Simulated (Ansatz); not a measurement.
Relaxation of the cluster Zn2S⁺ with UKS r2SCAN-D4/def2-TZVP.

```sh
$ ansatz run in.yaml --threads 4 --pin off --events-out ev --progress --plain --max-ram 3916MiB
```

```yaml
crystal:
  periodic: [false, false, false]
  atoms:
    - {symbol: Zn, position_ang: [1.817540, -0.100940, 1.030290]}
    - {symbol: Zn, position_ang: [-1.958960, 0.034760, -0.732480]}
    - {symbol: S, position_ang: [0.141420, 0.066180, -0.297810]}
basis:
  gaussian: {orbitals: def2-TZVP}
total_charge: 1
magnetization: {spin_polarized: true, initial_magnetization: 1}
hamiltonian: {xc: r2scan, dispersion: d4}
scf: {lower_state_search: "off"}
output: {orbitals: {seedname: orbitals}}
relax: {f_tol: 0.02, max_steps: 100}
```

It took 16 s on 4 threads of Arm Neoverse V1 on a shared host.

Positions (Å) and forces (eV/Å) at steps 1, 2, 3, 4, 5 of 5:

```xyz
3
step=1 energy=-107666.1493 eV
Zn    1.818   -0.101    1.030   -0.080   -0.057    0.268
Zn   -1.959    0.035   -0.732   -0.156   -0.054    0.232
S     0.141    0.066   -0.298    0.236    0.111   -0.499
3
step=2 energy=-107666.2342 eV
Zn    1.764   -0.111    1.064   -0.118   -0.046    0.200
Zn   -1.951    0.023   -0.670   -0.080   -0.047    0.217
S     0.187    0.088   -0.394    0.198    0.093   -0.417
3
step=3 energy=-107666.3379 eV
Zn    1.649   -0.127    1.117   -0.241    0.007   -0.104
Zn   -1.919    0.001   -0.548    0.235   -0.010    0.118
S     0.270    0.126   -0.569    0.006    0.003   -0.014
3
step=4 energy=-107666.3716 eV
Zn    1.456   -0.141    1.130   -0.066    0.026   -0.151
Zn   -1.806   -0.023   -0.392    0.160    0.018   -0.046
S     0.350    0.164   -0.738   -0.093   -0.044    0.197
3
step=5 energy=-107666.3754 eV
Zn    1.473   -0.138    1.122    0.002    0.001   -0.005
Zn   -1.810   -0.020   -0.411    0.003    0.001   -0.005
S     0.337    0.158   -0.711   -0.005   -0.002    0.010
```

The structure comes from a short search, and lower isomers may exist.
